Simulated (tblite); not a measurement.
Compound: C6H9FN2Si.
Z-matrix (Å and degrees, GFN2-xTB geometry), rows numbered from 1:
```
C 
N   1  1.4441
Si  2  1.7021  1  125.24
F   3  1.6203  2  107.55  1   -63.87
C   3  1.8836  2  105.74  1   179.53
C   5  1.3912  3  122.19  2   157.01
C   6  1.3842  5  119.54  3   179.20
C   7  1.3855  6  118.58  5    -0.30
C   8  1.3870  7  117.92  6     0.22
N   9  1.3195  8  123.58  7    -0.18
H   1  1.0951  2  112.36  3   -87.97
H   1  1.0873  2  108.78  3    32.01
H   1  1.0913  2  110.13  3   150.92
H   2  1.0094  1  113.07  3   154.16
H   3  1.4622  2  119.51  1    50.56
H   6  1.0793  5  119.50  3    -1.24
H   7  1.0812  6  120.77  5   179.76
H   8  1.0793  7  121.32  6  -179.78
H   9  1.0835  8  120.97  7   179.83
```

Level: GFN2-xTB in tblite, geometry and Hessian alike; calculated harmonic values, unscaled, isolated species. Errors from tens to a few hundred cm⁻¹ against measured bands are possible. Modes of hydrogen on silicon can be 10 to 20 % off. One conformer, not necessarily the lowest.

Harmonic wavenumbers (cm⁻¹): 28.0, 71.4, 79.0, 102.6, 144.9, 165.3, 237.7, 250.8, 297.1, 354.1, 399.8, 451.1, 502.5, 597.8, 659.9, 690.0, 706.9, 724.7, 749.1, 779.4, 861.5, 896.3, 917.6, 936.8, 1003.6, 1071.4, 1095.6, 1107.7, 1121.3, 1167.4, 1167.7, 1183.8, 1246.6, 1275.7, 1362.2, 1399.0, 1421.2, 1438.8, 1489.7, 1498.3, 1555.5, 1577.6, 2252.8, 2918.6, 2981.2, 3037.7, 3041.1, 3063.2, 3087.8, 3090.4, 3444.5.

A = 2524, B = 686.4, C = 559.2 MHz; mass 156.052 u (most abundant isotopes); point group C1, symmetry number 1.

Problem. Zero-point energy?

Solution. Half the sum of the wavenumbers: 30852 cm⁻¹ = 369.07 kJ/mol.

Problem. Give the ideal-gas entropy at 400 K and 1 bar in the rigid-rotor, harmonic-oscillator model (classical rotation).

Solution. Translation 177.95, rotation 129.96, vibration 192.00: S = 499.9 J/(mol K).

Problem. And Cp and H(400 K) − H(0)?

Solution. Cp = 216.87 J/(mol K), of which vibrations give 183.62 (their classical limit is 51 R = 424.0); H(400 K) − H(0) = 51.62 kJ/mol without the zero-point energy, 38.31 from vibrations.

Problem. What must be added to the electronic energy to get the Gibbs energy at 400 K and 1 bar?

Solution. ZPE + [H(400 K) − H(0)] − T·S = 369.07 + 51.62 − 199.96 = 220.73 kJ/mol.

Problem. How do the functions run with temperature in this model?

Solution. 
```csv
T (K),S (J/(mol K)),Cp (J/(mol K)),H − H(0) (kJ/mol),G − H(0) (kJ/mol),ln q(vib)
50,258.8,61.6,2.29,-10.66,0.92
100,309.6,86.7,6.02,-24.94,2.51
298.15,442.7,173.5,31.69,-100.31,8.61
373.15,485.2,206.0,45.94,-135.12,10.80
500,552.3,252.8,75.16,-200.99,14.42
750,667.8,315.8,146.89,-353.94,21.21
1000,764.4,355.1,231.10,-533.30,27.44
```

q(vib) and H(0) count from the zero-point level.

Hindered rotation and anharmonicity are outside this model. Other conformers, if any are populated, would add a mixing term that is left out. The structure is chiral; the term R ln 2 for an equal mix with its mirror image is left out.
